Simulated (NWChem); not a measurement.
Molecule: SiNH₄, doublet; SMILES [NH][SiH3]

```xyz
6

N     -0.0987    -1.2444     0.0002
Si    -0.0146     0.5195     0.0001
H      0.8450    -1.6556     0.0002
H     -1.3898     1.0883     0.0099
H      0.7108     1.0003    -1.2214
H      0.7298     1.0040     1.2087
```
Atoms are numbered in this order, from 1.

All runs use the structure optimised with PBE0/def2-SVP, spin-unrestricted. No stability test was run on the SCF state. B3LYP is NWChem's, with the RPA form of VWN correlation.

List the 6 lowest vertical excitations from B3LYP/6-31+G* (spherical d), spin-unrestricted, TDA (NWChem).


| state | energy (eV) | oscillator strength | <S²> |
|---|---|---|---|
| state 1 | 1.40 | 0.000 | 0.76 |
| state 2 | 4.50 | 0.001 | 0.78 |
| state 3 | 5.01 | 0.046 | 0.81 |
| state 4 | 5.56 | 0.010 | 0.78 |
| state 5 | 6.14 | 0.012 | 2.36 |
| state 6 | 6.68 | 0.034 | 1.17 |
